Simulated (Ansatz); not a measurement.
`BCCBr` and `BCCCCl` differ in one atom or group.

Ansatz, PBE0-D4/def2-TZVP geometries, multiplicity 1. Each molecule was computed in one conformer, which needn't be the lowest.

Scalar relativity is left out up to krypton. Spin–orbit coupling is left out; it splits and shifts lone-pair levels of the heavy atoms by tenths of an eV.

| property | `BCCBr` |
| --- | --- |
| HOMO–LUMO gap (ωB97M-V/def2-TZVPP) / eV | 10.58 |
| HOMO energy (PBE0/def2-TZVPP) / eV | -7.88 |
| LUMO energy (ωB97M-V/def2-TZVPP) / eV | 0.43 |
| HOMO–LUMO gap (B3LYP/def2-TZVPP) / eV | 5.89 |
| HOMO–LUMO gap (PBE0/def2-TZVPP) / eV | 6.37 |
| HOMO energy (B3LYP/def2-TZVPP) / eV | -7.63 |

Problem. Give the same properties after the change, and the shifts. (Estimate.)

Solution. Ansatz gave: 
| property | `BCCCCl` | shift |
| --- | --- | --- |
| HOMO–LUMO gap (ωB97M-V/def2-TZVPP) / eV | 11.23 | 0.65 |
| HOMO energy (PBE0/def2-TZVPP) / eV | -8.35 | -0.47 |
| LUMO energy (ωB97M-V/def2-TZVPP) / eV | 0.57 | 0.14 |
| HOMO–LUMO gap (B3LYP/def2-TZVPP) / eV | 6.53 | 0.64 |
| HOMO–LUMO gap (PBE0/def2-TZVPP) / eV | 7.03 | 0.66 |
| HOMO energy (B3LYP/def2-TZVPP) / eV | -8.09 | -0.46 |

With PBE0 the HOMO falls by 0.47 eV and the LUMO rises by 0.19 eV, so the gap widens by about 0.66 eV. PBE moves the HOMO by -0.34 eV and ωB97M-V by -0.51 eV.

B3LYP here is the variant with VWN-RPA as its local correlation; programs differ in this.
